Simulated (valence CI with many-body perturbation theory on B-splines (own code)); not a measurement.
# Ca XIV: key properties

Calculated by valence CI with perturbative core correlation (CI+MBPT): five valence electrons over a frozen Dirac-Fock core [He], a basis of 11 s, 11 p, 10 d, 8 f, 5 g, 2 h functions for each j, with the one-electron correlation potential Σ1 (screened to all orders), the two-electron term Σ2, the three-electron term Σ3, Breit, model QED; selected single and double excitations, second order for the rest, scaled by the run's own slope (own B-spline code, finite nucleus).

No measured spectrum was set against this ion. As an estimate, levels of excited configurations hold to 0.05 to 0.15 % of their energy, terms of the ground configuration to about 0.5 %. Among the levels kept, up to 5500 cm⁻¹ of a level comes from second order outside the variational space, and about a tenth of that is noise between levels of different J, which matters for small intervals.

Rates and lifetimes use the calculated energies. Strong lines usually hold to 10 to 20 %, long lifetimes can be off by a factor of two.

Problem. What is the ground level?

Solution. 2s²2p³ ⁴S°_3/2, composition 98 % 2s²2p³ ⁴S° + 2 % 2s²2p³ ²P°, g = 1.987.

Problem. How well does LS coupling describe the low levels?

Solution. Among the lowest 20 levels the leading LS term, summed over configurations, holds 96 % on average. For single configurations the figures are 95 % in LS and 72 % in jj coupling. Terms mix most in the J = 3/2 level at 22.79 eV, where the leading one holds 87 %.

Problem. What is the ionisation energy?

Solution. 816.76 eV; NIST lists 817.2 ± 0.6 eV (semi-empirical).

Problem. Where does the other parity begin?

Solution. At 2s2p⁴ ⁴P_5/2, 63.97 eV.

Problem. Name the longest-lived excited levels whose lifetime is computed, and their main decay.

Solution. 2s²2p³ ²D°_5/2 at 14.12 eV lives 52.8 ms, mostly by M1 to 2s²2p³ ⁴S°_3/2; 2s²2p³ ²D°_3/2 at 13.18 eV lives 2.05 ms, mostly by M1 to 2s²2p³ ⁴S°_3/2; 2s²2p³ ²P°_1/2 at 21.43 eV lives 450 μs, mostly by M1 to 2s²2p³ ⁴S°_3/2.

Problem. Among levels below 596.40 eV, which E1 lines absorb most strongly from the ground level?

Solution. to 2s²2p²3d ⁴P_5/2 at 2.412 nm, f = 0.661; to 2s²2p²3d ⁴P_3/2 at 2.409 nm, f = 0.521; to 2s²2p²3d ⁴P_1/2 at 2.407 nm, f = 0.278.
